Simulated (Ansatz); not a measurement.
The lowest singlet and triplet of C4H4S (SMILES c1ccsc1); geometries from B3LYP-D3(BJ)/def2-TZVP, each state relaxed from the structure named, with no frequency check.
Singlet (charge 0, multiplicity 1):
```xyz
9

C      0.4640    -1.2066     0.6623
C     -0.9331    -0.9928     0.5035
C     -1.2141     0.1806    -0.1352
S      0.2202     1.0323    -0.5471
C      1.2119    -0.1907     0.1406
H      0.8921    -2.0749     1.1418
H     -1.6928    -1.6793     0.8480
H     -2.1793     0.5889    -0.3848
H      2.2848    -0.0942     0.1226
```

A positive gap puts the triplet lower; no zero-point energy. R- takes a restricted singlet. The triplet is unrestricted in single-reference levels.

Frozen-core correlation.

Run with Ansatz (an electronic-structure program) with Gaussian orbitals. 

Question: One of these levels gives -67.83 kcal/mol for the gap E(singlet) − E(triplet), vertical, at the singlet's geometry. Name it.
(A) R-MP2/cc-pV(D+d)Z
(B) R-SVWN5/def2-TZVPP
(C) R-HF/cc-pV(T+d)Z

Answer: C, R-HF/cc-pV(T+d)Z. The others give -95.32 (R-SVWN5/def2-TZVPP), -110.98 (R-MP2/cc-pV(D+d)Z)

Doubts at one or more of the structures used: a restricted determinant that unrestricted orbitals would lower (R-HF/cc-pV(T+d)Z, R-MP2/cc-pV(D+d)Z); a spin-contaminated determinant (R-HF/cc-pV(T+d)Z, R-MP2/cc-pV(D+d)Z).
